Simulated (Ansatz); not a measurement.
Ansatz results at the PBE0-D4/def2-TZVP geometry: LUMO energy (ωB97M-V/def2-TZVPP) 1.70 eV; size of the dipole moment (PBE/def2-TZVPP) 1.06 D; HOMO–LUMO gap (PBE0/def2-TZVPP) 6.85 eV.

Each molecule was computed in one conformer, which needn't be the lowest.

**Question.** Which molecule gave them?
A. `OC1(F)[SiH2][Se]1`
B. `C=C(C)OC`
C. `[SiH3]CS`
D. `BC(F)F`

**Answer.** C. The others give `BC(F)F`: -0.44, 1.75, 6.63; `C=C(C)OC`: 2.94, 0.53, 7.57; `OC1(F)[SiH2][Se]1`: 0.87, 0.82, 6.07.
